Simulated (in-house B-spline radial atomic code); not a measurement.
Settings and results of a run for Yb²²⁺. Method: Dirac-Kohn-Sham B97-1, spherical fractional occupations, Fermi nucleus of rms radius 5.3108 fm. Calculated with an all-electron radial atomic-structure program (B-spline basis).

Command:
```bash
python run_scf.py task.json out
```
Settings (nuclear radius in fm, mass in u):
```
Z                70
configuration    [Kr] 4d10 4f2
hamiltonian      dirac
method           b97_1
spin_polarised   False
nucleus          fermi
rms_radius       5.3108
atomic_mass      173.93887
speed_of_light   137.035999084
```

Output (hartree, bohr):
```
 radial grid: 60 intervals, B-splines of order 8, outer radius 4.5815 bohr

 iter        energy (Eh)    residual
    1      -13824.976026    2.71e+00
    2      -13872.561867    1.02e+00
    3      -13879.987714    3.18e-01
    4      -13880.757004    1.08e-01
    5      -13880.825167    3.86e-02
    6      -13880.838073    1.99e-03
    7      -13880.838095    9.51e-06
    8      -13880.838095    1.21e-06
    9      -13880.838095    1.15e-06
   10      -13880.838095    1.71e-08

 total energy                    -13880.83809
 kinetic                           15436.8694
 electron-nucleus                 -33280.1670
 Hartree                            4231.2891
 exact exchange                      -55.3053
 exchange-correlation               -213.5242

 first-order corrections (not in the total)
   Gaunt                            15.8155
   retardation                      -1.6710
   frequency dependence             -0.2484
   self-energy                      11.3411
   Uehling                          -2.0034
   Wichmann-Kroll                    0.0730
   recoil                            0.0278

 orbital      occ     eigenvalue          <r>       <r^2>       <1/r>       r_max    small
 1s1/2      2.000     -2275.1565    0.0196634 0.000530047     80.6112     0.01237  6.90e-02
 2s1/2      2.000      -406.2500     0.082771  0.00815679     19.4598     0.07077  1.55e-02
 2p1/2      2.000      -388.3825    0.0687702   0.0058685     19.4251     0.05299  1.55e-02
 2p3/2      4.000      -349.9242    0.0762671  0.00708124     16.6801     0.05941  1.42e-02
 3s1/2      2.000      -110.7919     0.215859   0.0533732     7.14761      0.1996  5.05e-03
 3p1/2      2.000      -102.9315     0.205734    0.049263     7.06004      0.1875  4.98e-03
 3p3/2      4.000       -94.7114     0.219542   0.0558787        6.36      0.2007  4.61e-03
 3d3/2      4.000       -81.3828     0.193071   0.0437584     6.23981      0.1581  4.48e-03
 3d5/2      6.000       -79.5952     0.197334   0.0455766     6.07079      0.1618  4.37e-03
 4s1/2      2.000       -39.8052     0.467881    0.246412     3.13272      0.4467  1.79e-03
 4p1/2      2.000       -36.5469     0.470695    0.251114     3.04293      0.4461  1.72e-03
 4p3/2      4.000       -34.4234     0.495916    0.278307     2.81427      0.4712  1.60e-03
 4d3/2      4.000       -29.0106     0.499685    0.286174     2.65453      0.4641  1.46e-03
 4d5/2      6.000       -28.5869     0.507365    0.294768     2.60052      0.4716  1.43e-03
 4f5/2      0.857       -21.7236     0.501677    0.290647      2.3453      0.4161  1.18e-03
 4f7/2      1.143       -21.6300     0.504926    0.294202     2.32745       0.419  1.16e-03
```

Time taken, with all properties: 3.8 s on 1 thread of x86-64 server CPU (shared host).

For the Dirac Hamiltonian the kinetic term is c α·p + (β - 1)c².

Caution: exact exchange at fractional occupations of open shells leaves self-interaction of up to several eV.
